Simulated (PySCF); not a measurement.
Two species compared at the same levels of theory.

First species: C₅H₁₀OSi.
SMILES: `CC#CC[SiH2]OC`

Second species: C5H10OSi.
Atom-mapped SMILES: `[CH2:1]=[CH:2]/[CH:3]=[C:4](/[CH3:5])[O:6][SiH3:7]` (hydrogens: H8, H9 on C1; H10 on C2; H11 on C3; H12, H13, H14 on C5; H15, H16, H17 on Si7)

Cartesian coordinates in Å at the PBE0-D3(BJ)/def2-SVP level; atoms count from 1:
```xyz
17
C5H10OSi angstrom
C      3.0662    0.7583    1.2233
C      1.8943    0.2066    0.8707
C      0.9193    0.8289    0.0007
C     -0.2565    0.2683   -0.3536
C     -1.2544    0.9144   -1.2565
O     -0.5720   -0.9670    0.1121
Si    -1.9952   -1.8467    0.0710
H      3.3643    1.7471    0.8603
H      3.7638    0.2397    1.8847
H      1.6295   -0.7852    1.2516
H      1.1447    1.8193   -0.4032
H     -1.4181    0.3073   -2.1631
H     -0.9179    1.9113   -1.5670
H     -2.2320    1.0249   -0.7553
H     -2.4243   -2.1180   -1.3336
H     -3.0936   -1.1248    0.7815
H     -1.6812   -3.1210    0.7671
```

Levels: wB97X-D/def2-SVPD for dipole moment, HOMO energy, LUMO energy, HOMO–LUMO gap, static isotropic polarisability and electronic spatial extent ⟨r²⟩ about the centre of nuclear charge; TDDFT wB97X-D/def2-SVPD for lowest singlet excitation; TDA wB97X-D/def2-SVPD for lowest triplet excitation (Tamm–Dancoff); ΔSCF wB97X-D/def2-SVPD for vertical ionisation energy; PBE0-D3(BJ)/def2-SVP for rotational constant A and rotational constant C. Geometries: PBE0-D3(BJ)/def2-SVP. Each structure is a single optimised conformer of the isolated species, non-relativistic unless stated; the electronic structure was computed with PySCF and density fitting.

Dipoles, sizes and rotational constants follow the conformer. The torsions of the flexible species, by atom-mapped SMILES:
- `[CH3:1][C:2]#[C:3][CH2:4][SiH2:5][O:6][CH3:7]`: C3–C4–Si5–O6 -179°, C4–Si5–O6–C7 -178°
- `[CH2:1]=[CH:2]/[CH:3]=[C:4](/[CH3:5])[O:6][SiH3:7]`: C1–C2–C3–C4 180°, C3–C4–O6–Si7 170°

Values for the first species:

| Property | Result |
| --- | --- |
| Dipole moment | 0.66 D |
| HOMO energy | -8.84 eV |
| LUMO energy | 2.12 eV |
| HOMO–LUMO gap | 10.96 eV |
| Lowest singlet excitation | 6.43 eV |
| Lowest triplet excitation (Tamm–Dancoff) | 5.40 eV |
| Static isotropic polarisability | 92.2 au |
| Vertical ionisation energy | 9.08 eV |
| Electronic spatial extent ⟨r²⟩ about the centre of nuclear charge | 1704 bohr² |
| Rotational constant A | 10.221 GHz |
| Rotational constant C | 0.668 GHz |

Q: Estimate the same properties for the second species, and the change in each.

A: 
```tsv
property	first	second	second less first
dipole moment	0.66 D	1.98 D	+1.32 D
HOMO energy	-8.84 eV	-7.68 eV	+1.16 eV
LUMO energy	2.12 eV	1.24 eV	-0.88 eV
HOMO–LUMO gap	10.96 eV	8.92 eV	-2.04 eV
lowest singlet excitation	6.43 eV	5.36 eV	-1.07 eV
lowest triplet excitation (Tamm–Dancoff)	5.40 eV	3.07 eV	-2.33 eV
static isotropic polarisability	92.2 au	102.1 au	+9.9 au
vertical ionisation energy	9.08 eV	7.76 eV	-1.32 eV
electronic spatial extent ⟨r²⟩ about the centre of nuclear charge	1704 bohr²	1320 bohr²	-384 bohr²
rotational constant A	10.221 GHz	4.205 GHz	-6.016 GHz
rotational constant C	0.668 GHz	0.885 GHz	+0.217 GHz
```

On the first: The ΔSCF ionisation energy exceeds −ε(HOMO) by 0.24 eV with wB97X-D. S1 lies 4.53 eV below the HOMO–LUMO gap.

On the second: The polarisability is 15.13 Å³ as a volume (1 au = 0.148185 Å³), or 1.65 au for each of the 62 electrons. S1 lies 3.56 eV below the HOMO–LUMO gap; its leading configuration is HOMO→LUMO, weight 0.97.
